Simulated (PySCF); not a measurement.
Isomers of C8H8, one conformer each; single-point electronic energies without zero-point terms and without any empirical dispersion term.

Computed with PySCF at PBE0/pcSseg-1, non-relativistic, each on one gas-phase PBE0-D3(BJ)/def2-SVP geometry that isn't relaxed in the solvent. The solvent is an IEF-PCM continuum (van der Waals radii × 1.2). The model holds no explicit solvent molecules, cavitation or dispersion.

```json
{"isomer": "`C1=C\\C=C/C=C\\C=C/1` (cyclooctatetraene)", "relative energy, gas (kJ/mol)": "0.0", "dipole (D)": "0.00"}
{"isomer": "`C12C=CC(C=C2)C=C1` (bicyclo[2.2.2]octa-2,5,7-triene)", "relative energy, gas (kJ/mol)": "1.3", "dipole (D)": "0.00"}
```

Problem. How do the relative energies look in water (ε = 78.36)?

Solution. 
| isomer | relative energy, solvent (kJ/mol) | E(solvent) − E(gas) (kJ/mol) | dipole in solvent (D) |
| --- | --- | --- | --- |
| `C1=C\C=C/C=C\C=C/1` (cyclooctatetraene) | 0.0 | -15.7 | 0.00 |
| `C12C=CC(C=C2)C=C1` (bicyclo[2.2.2]octa-2,5,7-triene) | 1.6 | -15.5 | 0.00 |

The order is unchanged. Conformers: `[CH:1]1=[CH:2]\[CH:3]=[CH:4]/[CH:5]=[CH:6]\[CH:7]=[CH:8]/1` with C1–C2–C3–C4 55°, C3–C4–C5–C6 -55°, C5–C6–C7–C8 55°, C2–C1–C8–C7 -55°. `C1=C\C=C/C=C\C=C/1` (cyclooctatetraene) gains most from the continuum. The gains span 0.2 kJ/mol, the gas-phase energies 1.3 kJ/mol.
